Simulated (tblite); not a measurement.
C5H13ClOSi.
Z-matrix (Å and degrees, GFN2-xTB geometry), rows numbered from 1:
```
C 
O   1  1.4070
C   2  1.4114  1  114.68
C   3  1.5273  2  111.87  1   -84.26
C   4  1.5215  3  111.17  2   -61.73
C   5  1.5166  4  111.88  3   -80.10
Si  5  1.9244  4  114.41  3    48.87
Cl  5  1.8118  4  106.21  3   163.77
H   1  1.0963  2  110.72  3   -61.55
H   1  1.0945  2  112.33  3    60.41
H   1  1.0881  2  106.30  3   179.68
H   3  1.0930  2  105.56  1   155.87
H   3  1.0979  2  110.32  1    38.79
H   4  1.0935  3  109.32  2   175.79
H   4  1.0923  3  108.68  2    58.42
H   6  1.0904  5  111.26  4   -55.12
H   6  1.0875  5  110.39  4  -175.55
H   6  1.0880  5  109.88  4    65.25
H   7  1.4701  5  103.07  4   165.37
H   7  1.4565  5  111.50  4   -79.67
H   7  1.4573  5  109.26  4    51.19
```

Level: GFN2-xTB in tblite, geometry and Hessian alike; calculated harmonic values, unscaled, isolated species. This tight-binding method is rough: wavenumbers can miss measured ones by several per cent, in bad cases by 10 to 20. Modes of hydrogen on silicon can be 10 to 20 % off. One conformer, not necessarily the lowest.

Harmonic wavenumbers (cm⁻¹): 50.3, 108.3, 132.7, 172.5, 186.0, 207.8, 227.1, 243.6, 291.3, 331.4, 332.8, 354.3, 436.7, 492.3, 542.0, 571.1, 598.0, 733.8, 744.4, 828.2, 853.0, 863.3, 907.7, 968.2, 1003.1, 1038.0, 1075.7, 1092.9, 1129.7, 1139.8, 1158.6, 1189.4, 1239.9, 1262.7, 1327.3, 1333.6, 1403.6, 1410.4, 1461.6, 1469.3, 1481.4, 1483.8, 1489.0, 1501.0, 2218.3, 2311.7, 2328.2, 2898.2, 2917.9, 2940.7, 2954.7, 2966.1, 2982.0, 2997.9, 3022.8, 3032.5, 3037.8.

A = 2061, B = 925.2, C = 870.2 MHz; mass 152.042 u (most abundant isotopes); point group C1, symmetry number 1.

Question: Zero-point energy?

Answer: Half the sum of the wavenumbers: 36738 cm⁻¹ = 105.04 kcal/mol.

Question: Give the ideal-gas entropy at 200 K and 1 bar in the rigid-rotor, harmonic-oscillator model (classical rotation).

Answer: Translation 39.01, rotation 28.46, vibration 19.88: S = 87.3 cal/(mol K).

Question: And Cp and H(200 K) − H(0)?

Answer: Cp = 32.19 cal/(mol K), of which vibrations give 24.24 (their classical limit is 57 R = 113.3); H(200 K) − H(0) = 3.92 kcal/mol without the zero-point energy, 2.33 from vibrations.

Question: What must be added to the electronic energy to get the Gibbs energy at 200 K and 1 bar?

Answer: ZPE + [H(200 K) − H(0)] − T·S = 105.04 + 3.92 − 17.47 = 91.49 kcal/mol.

Question: Which modes carry the vibrational entropy at 200 K?

Answer: 50.3 cm⁻¹: 4.02; 108.3 cm⁻¹: 2.53; 132.7 cm⁻¹: 2.15; 172.5 cm⁻¹: 1.68; 186.0 cm⁻¹: 1.55; 207.8 cm⁻¹: 1.36 cal/(mol K); the other 51 give 6.58 together.

Question: Blend soft modes into free rotors: weight 1/[1 + (100 cm⁻¹/ν̃)⁴] for the oscillator and the rest for a rotor with moment μB/(μ + B), μ = h/(8π²ν), B = 10⁻⁴⁴ kg m². What vibrational entropy results?

Answer: 19.12 cal/(mol K) in place of 19.88, which changes −T·S at 200 K by +0.15 kcal/mol.

Question: How do the functions run with temperature in this model?

Answer: 
| T (K) | S (cal/(mol K)) | Cp (cal/(mol K)) | H − H(0) (kcal/mol) | G − H(0) (kcal/mol) | ln q(vib) |
| --- | --- | --- | --- | --- | --- |
| 100 | 69.6 | 20.0 | 1.28 | -5.68 | 1.38 |
| 300 | 102.5 | 43.3 | 7.69 | -23.06 | 7.11 |
| 500 | 129.4 | 62.9 | 18.39 | -46.31 | 12.99 |
| 800 | 163.6 | 82.5 | 40.46 | -90.44 | 21.39 |
| 1000 | 183.0 | 91.2 | 57.88 | -125.14 | 26.58 |

q(vib) and H(0) count from the zero-point level.

Hindered rotation and anharmonicity are outside this model. Other conformers, if any are populated, would add a mixing term that is left out. The structure is chiral; the term R ln 2 for an equal mix with its mirror image is left out.

The run took 1.7 s of wall time on one thread of an Arm Neoverse N1, on a shared host. The figure is for the frequency step alone.
